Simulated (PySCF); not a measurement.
Z-matrix (Å, degrees):
```
C
O 1 1.1788
O 1 1.3160 2 130.93
H 3 0.9754 1 109.31 2 0.00
```
Charge 0, spin multiplicity 2.

What dipole moment, highest occupied spin orbital and total energy does PBE0-D3(BJ)/def2-TZVP run with PySCF give?


| Item | Result |
|---|---|
| dipole moment | 2.06 D |
| highest occupied spin orbital | -7.15 eV |
| total energy | -5142.31 eV |
